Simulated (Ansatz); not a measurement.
```
atom   x (Å)   y (Å)   z (Å)
  Re  0.0000  0.0000  0.0000
   B  0.0000  0.0000  4.3240
```

Basis set: pcseg-2 on B; def2-TZVPP on Re (spherical functions, with the set's core potentials past Kr). Charge 0, multiplicity 1.

Computed with Ansatz (development build ahead of 0.2.0); each method stands on the lowest determinant of its kind that the runs found. Restricted functionals stand beside restricted open-shell atoms, which can lie above the unrestricted atoms usual in DFT and then raise those values.

The atomization energy at this shape (free ground-state atoms in the same class of orbitals less the molecule, no zero-point energy) of singlet ReB:

```csv
method,atomization energy
ωB97X (unrestricted),-2.03 eV
```

What does ωB97X (restricted) give?

-4.94 eV. Caution: another spin multiplicity may lie lower; the molecule lies well above its atoms at this level; the shape is not the minimum. Caution for ωB97X (unrestricted): the unrestricted determinant is a mixture of spin states. Caution for ωB97X (restricted): an unrestricted determinant lies well below.
